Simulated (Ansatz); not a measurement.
System: sum formula AlCl2F, charge 0, multiplicity 1. 
Structure (B3LYP-D3(BJ)/def2-TZVP (Ansatz, a program for electronic structure) minimum search):
```
Al
F 1 1.6380
Cl 1 2.0723 2 119.20
Cl 1 2.0723 2 119.20 3 180.00
```

Wanted: vertical electron affinity (to the doublet state of charge -1; a negative value means that the extra electron is unbound and the number depends on the basis; each state is the SCF solution reached for its spin), in eV. Correlated levels leave the core frozen unless marked. Open shells are spin-unrestricted. Spin-orbit coupling is left out. Non-relativistic. Anions need diffuse functions: aug- sets have them; def2-D sets add few. 

```json
[
 {"level": "HF/aug-cc-pV(Q+d)Z", "program": "Ansatz", "vertical electron affinity (eV)": "-0.43"},
 {"level": "RI-HF/aug-cc-pV(T+d)Z", "program": "Ansatz", "vertical electron affinity (eV)": "-0.50"},
 {"level": "PBE/def2-TZVPD", "program": "Ansatz", "vertical electron affinity (eV)": "0.33"},
 {"level": "r2SCAN/def2-TZVPD", "program": "Ansatz", "vertical electron affinity (eV)": "0.16"},
 {"level": "B3LYP/def2-TZVPD", "program": "Ansatz", "vertical electron affinity (eV)": "0.27"},
 {"level": "wB97M-V/def2-TZVPD", "program": "Ansatz", "vertical electron affinity (eV)": "0.03"},
 {"level": "B2PLYP/def2-TZVPD", "program": "Ansatz", "vertical electron affinity (eV)": "0.11"},
 {"level": "RI-MP2/aug-cc-pV(Q+d)Z", "program": "Ansatz", "vertical electron affinity (eV)": "0.04"},
 {"level": "CCSD(T)/aug-cc-pV(T+d)Z", "program": "Ansatz", "vertical electron affinity (eV)": "0.09"}
]
```
